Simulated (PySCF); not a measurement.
## BeS and its ions

RHF-MP2; basis Be jorge-DZP-DKH, S jorge-DZP-DKH; spin-free X2C with a Gaussian nucleus; PySCF 2.14. Neutral (RHF): singlet (closed shell), Re = 1.773 Å, ωe = 984 cm⁻¹, De = 3.10 eV.

BeS⁺ (UHF): doublet (π ↑), Re = 1.864 Å, ωe = 862 cm⁻¹, De = 2.93 eV to Be⁺ + S. The energies at the minima are -413.38900 hartree for BeS and -413.06172 for BeS⁺.

Task: Work out the adiabatic ionisation energy, without and with harmonic zero-point energies (1 hartree = 27.2114 eV, 1 eV = 8065.5 cm⁻¹), and the change of the bond length.

Result: At MP2: 0.32728 hartree = 8.906 eV between the minima; the zero-point term (862.0 − 984.0)/2 cm⁻¹ = -0.008 eV makes it 8.898 eV. Re changes by +9.1 pm against the neutral. The electron leaves a π orbital, and the longer bond of the ion fits a bonding orbital, or a change in how ionic the bond is.

Correlated steps freeze 5 core orbitals. Correlated levels converge slowly with the basis: in double zeta they bind strong bonds too weakly, by up to about 1 eV, and carry superposition errors of some tenths. For an ion De counts to the pair picked by the measured ionisation energies or electron affinities, which need not be the lowest pair at this level. Where the molecule has an RHF reference, its open-shell atoms are computed with UHF. States were picked by a PBE0 search and need not be the measured ground states.

Neutral and ion stand on different kinds of reference determinant, which adds to the error of the difference.
